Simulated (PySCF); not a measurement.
Orbital energies and ionisation energy

Compound: C5H12AlNO.
Structure used (PBE0-D3(BJ)/def2-SVP), in Å, numbered top down from 1:
```
atom  x, y, z in Å
C1     3.232   -0.402    1.978
C2     2.404    0.238    0.982
N3     1.733    0.743    0.194
Al4    0.452    1.651   -1.142
O5    -1.075    1.262   -0.429
C6    -1.929    0.175   -0.307
C7    -2.164   -0.522   -1.641
C8    -1.419   -0.802    0.748
H9     3.872    0.345    2.469
H10    2.592   -0.882    2.732
H11    3.864   -1.167    1.503
H12    0.908    0.886   -2.474
H13    0.893    3.165   -0.904
H14   -2.910    0.556    0.046
H15   -2.536    0.198   -2.386
H16   -2.899   -1.337   -1.548
H17   -1.222   -0.947   -2.028
H18   -0.470   -1.259    0.419
H19   -1.238   -0.273    1.696
H20   -2.139   -1.614    0.934
```

Level: CAM-B3LYP/def2-SVPD (PySCF). Frontier orbitals with their largest atomic shares (Löwdin; up to four atoms above 4 %):

```json
{"orbital": "HOMO−3", "ε (eV)": "-10.19", "main atoms": "Al4 31 %, H12 25 %, H13 16 %, O5 11 %"}
{"orbital": "HOMO−2", "ε (eV)": "-9.01", "main atoms": "O5 26 %, H13 21 %, Al4 21 %, C6 9 %"}
{"orbital": "HOMO−1", "ε (eV)": "-8.49", "main atoms": "O5 60 %, C6 12 %, C8 12 %, Al4 4 %"}
{"orbital": "HOMO", "ε (eV)": "-8.07", "main atoms": "?"}
{"orbital": "LUMO", "ε (eV)": "0.24", "main atoms": "C2 28 %, N3 22 %, C1 21 %, H9 10 %"}
{"orbital": "LUMO+1", "ε (eV)": "0.26", "main atoms": "C1 28 %, C2 24 %, N3 14 %, H10 14 %"}
{"orbital": "LUMO+2", "ε (eV)": "0.30", "main atoms": "N3 35 %, C2 32 %, C1 14 %, H11 7 %"}
```

**Question.** What vertical ionisation energy does ΔSCF give, and how far is −ε(HOMO) from it?

**Answer.** ΔSCF: 8.79 eV (848 kJ/mol; threshold wavelength 141 nm); ⟨S²⟩ of the doublet left behind is 0.765, against 0.75 for a pure doublet. −ε(HOMO) is 8.07 eV, 0.72 eV below it. For the exact functional −ε(HOMO) would equal the first vertical ionisation energy; CAM-B3LYP (range-separated hybrid) falls short of its own ΔSCF value by 8 %. Holes in the HOMO−1 and HOMO−2 were tried too where these lie within 1.2 eV of the HOMO; the lowest converged state counts.

**Question.** On which atoms does the HOMO lie?

**Answer.** O5 (oxygen bonded to Al and C) 30 %, Al4 (aluminium bonded to N, O and 2 H) 22 %, H12 (Al–H hydrogen) 20 %, H13 (Al–H hydrogen) 12 %, so no atom holds as much as 40 %. The HOMO−1 lies 0.42 eV lower.

**Question.** Shift the occupied levels rigidly so that −ε(HOMO) equals the ΔSCF value. What binding energies result?

**Answer.** The shift is +0.72 eV: HOMO 8.79, HOMO−1 9.21, HOMO−2 9.73, HOMO−3 10.91 eV. A rigid shift is only a rough guide to the deeper ionisations.

**Question.** With α = 100.5 au, estimate the like-pair dispersion coefficient by London's formula C6 = (3/4)α²I.

**Answer.** I = 0.3230 Eh, so C6 ≈ 2440 au, a rough estimate.

Geometry: PBE0-D3(BJ)/def2-SVP, one conformer, isolated molecule.

The run behind these numbers computed excited states and ΔSCF ions as well. The run took 12 min on Arm Neoverse N1, one thread, on a shared host, and the process peaked at 1.4 GiB of memory.
